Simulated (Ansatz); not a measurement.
Reading a saddle point

A first-order saddle point of GeHCl4F, singlet, PBE0-D4/def2-TZVP, with one imaginary mode of 362i cm⁻¹:

Ge1  (-0.477, -0.073, 0.170)
Cl2  (0.946, 0.697, -1.717)
Cl3  (-1.357, 1.848, 0.311)
Cl4  (-0.849, -0.881, 2.118)
Cl5  (-1.364, -1.532, -1.084)
H6  (1.666, 0.173, -0.398)
F7  (1.437, -0.231, 0.599)
(Å)

Computed with Ansatz 0.2.0 (basis: def2-TZVPP and def2-QZVPP); correlated methods freeze the cores. Filled d shells of the heavier atoms are correlated. The def2 sets are not built for correlating such inner shells, so the correlated values are less sure here. Extrapolation: Hartree–Fock as exp(−7.88 √X), correlation as X^−2.97.

Q: Which contacts change along the imaginary mode, and what lies on either side? (A judgement: the text doesn't fix the answer.)

A: Computed: The step is GeCl₄ ([Cl][Ge]([Cl])([Cl])[Cl]) + HF → GeCl₃F ([F][Ge]([Cl])([Cl])[Cl]) + HCl, with the molecules in contact on both sides. Shortening one way: Ge1–F7, Cl2–H6; lengthening the same way: Ge1–Cl2, H6–F7.
| pair | one side (Å) | saddle (Å) | other side (Å) |
| --- | --- | --- | --- |
| Ge1–F7 | 4.21 | 1.97 | 1.72 |
| Cl2–H6 | 2.35 | 1.59 | 1.28 |
| Ge1–Cl2 | 2.14 | 2.49 | 4.06 |
| H6–F7 | 0.92 | 1.10 | 2.12 |

Q: Which side is lower, and how far does the saddle lie above each? (Judge from chemistry; the value comes from the calculation.)

A: Computed: The side with Ge1–Cl2, H6–F7 short is lower by 1.99 kcal/mol; the saddle lies 33.49 kcal/mol above it and 31.50 kcal/mol above the other (CCSD(T) at an estimated basis limit (MP2 extrapolated from triple and quadruple zeta, plus CCSD(T) − MP2 in triple zeta); electronic energies).

The T1 diagnostic stays at or below 0.011.

Labels in which every atom is bracketed show which atoms are joined, not bond orders.

For scale, one of the runs: CCSD(T)/def2-TZVPP, 261 basis functions, launched by `ansatz run in.yaml --threads 8 --pin off --events-out ev --progress --plain --max-ram 19148MiB`. The run took 4.4 min on 8 CPU threads of an Intel Xeon (shared host), with 6 GiB of host memory at its peak.
